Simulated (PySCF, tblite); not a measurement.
Isomers of [C7H10N3]+ (charge +1), one GFN2-xTB conformer each. Single-point energies are computed at PBE0/pcSseg-1 (PySCF, gas phase, no added dispersion term), electronic only.

Task: Rank them by PBE0/pcSseg-1 energy, lowest first (kcal/mol).
A. `[CH2:1]=[CH:2][n:3]1[cH:4][cH:5][n+:6]([CH:7]2[CH2:8][CH2:9]2)[n:10]1` (charge +1) with C1–C2–N3–C4 177°, C5–N6–C7–C8 -35°
B. `[CH2:1]=[CH:2][c:3]1[cH:4][n+:5]([CH3:6])[n:7][n:8]1[CH:9]=[CH2:10]` (charge +1) with C1–C2–C3–C4 3°, N7–N8–C9–C10 4°

Result: B (0.0), A (8.0).

As drawn, the higher has a three-membered ring, which the lower lacks. GFN2-xTB itself gives, in the same order: 0.3, 0.0. GFN2-xTB puts C=Cn1cc[n+](C2CC2)n1 lowest instead.

Task: Which frontier levels and rotational constants go with these structures?

Result: 
```tsv
SMILES	HOMO (eV, PBE0/pcSseg-1)	LUMO (eV)	A, B, C (MHz)
C=Cc1c[n+](C)nn1C=C	-11.54	-6.25	1563, 1355, 729.2
C=Cn1cc[n+](C2CC2)n1	-11.87	-6.26	3991, 787.3, 693.4
```

Task: What happens when harmonic zero-point energies from GFN2-xTB frequencies are added?

Result: 
```
              SMILES  ZPE (kcal/mol)  electronic (kcal/mol)  with ZPE (kcal/mol)
 C=Cc1c[n+](C)nn1C=C           100.5                    0.0                  0.0
C=Cn1cc[n+](C2CC2)n1           102.0                    8.0                  9.6
```

The zero-point energies span 1.5 kcal/mol. The order is unchanged.
